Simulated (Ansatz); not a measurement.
Basis-set series for `NB(N)Br`. Total charge 0; spin multiplicity 1. The structure was optimised at the PBE0-D4/def2-TZVP level. It is one conformer, not always the lowest.

```xyz
8

N    -1.204   -0.262    0.332
B     0.052   -0.213   -0.289
N     1.122    0.594    0.121
Br    0.332   -1.358   -1.849
H    -1.938   -0.858   -0.001
H    -1.445    0.287    1.137
H     2.003    0.594   -0.359
H     1.077    1.216    0.908
```

```tsv
functional	basis	functions	energy (Eh)	HOMO (eV)	LUMO (eV)
PBE0-D4	def2-SVP	94	-2710.18371	-7.16	1.60
PBE0-D4	def2-TZVPP	197	-2710.65370	-7.43	0.67
ωB97M-V	def2-SVP	94	-2710.43752	-9.53	3.19
ωB97M-V	def2-TZVPP	197	-2710.91192	-9.80	1.95
```

(1) Give the rows for def2-QZVPP. (Best estimate.)

Results:

(1) The calculation gave: 
| functional | basis | functions | energy (Eh) | HOMO (eV) | LUMO (eV) |
| --- | --- | --- | --- | --- | --- |
| PBE0-D4 | def2-QZVPP | 380 | -2710.71470 | -7.48 | 0.40 |
| ωB97M-V | def2-QZVPP | 380 | -2710.97038 | -9.85 | 1.54 |

Positive LUMOs are unbound and depend on the basis. Scalar relativity is left out up to krypton.

Results of the Gaussian-basis code of Ansatz.
